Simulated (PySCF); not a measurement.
**Tl²⁺: ionisation energy**

Tl²⁺ [Xe] 4f14 5d10 6s1 (2S) → Tl³⁺ [Xe] 4f14 5d10 (1S), as a difference of total energies. Calculation: PySCF 2.14, in aug-cc-pwCVTZ-DK3 with one added diffuse shell each of s, d, f type (12s10p9d6f1g, 138 functions); the spin-free X2C one-electron Hamiltonian (Gaussian nucleus). The calculations carry no spin-orbit coupling.

```json
{"method": "UHF", "ionisation energy (eV)": "28.148"}
{"method": "M06-2X", "ionisation energy (eV)": "29.870"}
{"method": "B97-3", "ionisation energy (eV)": "29.712"}
```

For comparison: 29.852 eV (measured; NIST Atomic Spectra Database, ionization energies).
